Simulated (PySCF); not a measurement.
Species: C6H9AlFN.
Structure used (PBE0-D3(BJ)/def2-SVP), in Å, numbered top down from 1:
```xyz
18
C6H9AlFN angstrom
F     -4.151   -0.171    0.294
C     -2.794    0.160    0.375
Al    -1.769   -1.032   -0.872
N      0.133   -0.312   -0.590
C      0.542    0.773   -1.258
C      1.803    1.323   -1.069
C      2.666    0.720   -0.156
C      2.236   -0.411    0.534
C      0.958   -0.898    0.288
H     -2.695    1.239    0.137
H     -2.485    0.059    1.434
H     -1.558   -2.549   -0.383
H     -1.956   -0.716   -2.436
H     -0.173    1.195   -1.970
H      2.100    2.208   -1.634
H      3.666    1.126    0.013
H      2.880   -0.917    1.254
H      0.567   -1.787    0.790
```

All values: PBE0/pcSseg-1 and CAM-B3LYP/def2-SVPD (PySCF, non-relativistic), on one gas-phase PBE0-D3(BJ)/def2-SVP geometry that isn't relaxed in the solvent. The solvent is an IEF-PCM continuum (cavity from Bondi-type radii × 1.2). Only the electrostatic response of the medium enters.

Gas phase at PBE0/pcSseg-1: HOMO -6.57 eV, LUMO -2.36 eV, dipole 9.21 D.

Q: What does the continuum do to the energy, the frontier levels and the dipole at PBE0/pcSseg-1 in chloroform and dimethylsulfoxide?

A: 
```tsv
solvent	ε	E(solvent) − E(gas) (kcal/mol)	polarisation term (kcal/mol)	distortion of the solute (kcal/mol)	HOMO (eV)	LUMO (eV)	dipole (D)
chloroform	4.711	-9.10	-10.23	1.13	-6.89	-1.84	10.64
dimethylsulfoxide	46.83	-12.36	-14.47	2.11	-7.01	-1.69	11.14
```

Polarisation term: ½ Σ q·V over the induced surface charges. Distortion: the rise of the solute's own energy as its density leaves the gas-phase optimum. From chloroform to dimethylsulfoxide the lowering changes by a factor 1.36, Onsager's factor (ε − 1)/(2ε + 1) by 1.36 and ε itself by 9.9.

Q: Which radius a makes the point-dipole formula ΔE = −[(ε − 1)/(2ε + 1)]·μ²/a³ give the value in dimethylsulfoxide, with the gas-phase dipole?

A: μ = 3.625 au and |ΔE| = 0.01970 Eh give a = 3.63 Å; the farthest nucleus lies 4.19 Å from the centroid of the nuclei, so such a sphere wouldn't even hold the nuclei. The formula assumes a rigid point dipole at the centre of a sphere.

Q: Give the dipole vector in the frame of the coordinates (D, pointing from negative to positive charge), gas and dimethylsulfoxide.

A: Gas (8.64, 3.00, 1.12), solvent (10.32, 3.89, 1.61). Its length changes by +21 % and its direction by 2°.

Q: Which Mulliken charges (PBE0/pcSseg-1) respond most in chloroform (means over atoms taken as equivalent)?

A: 
```csv
atoms,environment,gas (e),solvent (e),change
Al3,"aluminium bonded to C, N and 2 H",+0.820,+0.879,+0.059
H12/H13,Al–H hydrogen,-0.298,-0.341,-0.043
F1,alkyl fluorine,-0.366,-0.387,-0.021
C2,sp3 C–F carbon,-0.204,-0.224,-0.020
N4,nitrogen bonded to Al and 2 C,-0.686,-0.700,-0.014
H10/H11,methylene hydrogen,+0.096,+0.110,+0.014
H16,aromatic hydrogen,+0.126,+0.139,+0.013
H15/H17,aromatic hydrogen,+0.125,+0.137,+0.012
H14/H18,aromatic hydrogen,+0.151,+0.158,+0.007
C7,aromatic CH carbon,+0.005,+0.010,+0.005
C5/C9,aromatic CH next to a ring nitrogen,+0.273,+0.270,-0.003
C6/C8,aromatic CH carbon,-0.194,-0.192,+0.002
```

Q: Which Mayer bond orders change most in chloroform?

A: 
```tsv
bond	length (Å)	gas	solvent	change
Al3–N4	2.053	0.313	0.348	+0.035
Al3–H13	1.607	0.872	0.849	-0.023
F1–C2	1.399	0.817	0.796	-0.021
Al3–H12	1.607	0.859	0.841	-0.018
C9–N4	1.339	1.304	1.289	-0.015
N4–C5	1.339	1.299	1.285	-0.014
C8–C9	1.389	1.430	1.439	+0.009
C5–C6	1.389	1.436	1.444	+0.008
```

Gas phase at CAM-B3LYP/def2-SVPD: HOMO -8.09 eV, LUMO -1.27 eV, dipole 9.23 D.

Q: What does the continuum do to the energy, the frontier levels and the dipole at CAM-B3LYP/def2-SVPD in chloroform?

A: 
| solvent | ε | E(solvent) − E(gas) (kcal/mol) | polarisation term (kcal/mol) | distortion of the solute (kcal/mol) | HOMO (eV) | LUMO (eV) | dipole (D) |
| --- | --- | --- | --- | --- | --- | --- | --- |
| chloroform | 4.711 | -9.05 | -10.27 | 1.22 | -8.39 | -0.73 | 10.77 |

Q: How does the static polarisability (CAM-B3LYP/def2-SVPD, frozen core, with the continuum's full static response) change?

A: 
```json
{"medium": "gas", "isotropic (au)": "105.8", "principal values (au)": "80.6, 108.3, 128.4", "⟨r²⟩ of the electrons (bohr²)": "1851.1"}
{"medium": "chloroform", "isotropic (au)": "131.2", "principal values (au)": "99.0, 141.2, 153.3", "⟨r²⟩ of the electrons (bohr²)": "1851.5"}
```

The isotropic value in chloroform is 1.24 times the gas-phase one; no cavity-field correction is applied. ⟨r²⟩ is taken about the centre of nuclear charge.

Hardware: one thread, Arm Neoverse N1 (aarch64), shared host. Cost: 61 s, 1.1 GiB resident at most. This is the whole shielding run at PBE0/pcSseg-1 in dimethylsulfoxide, SCF included.
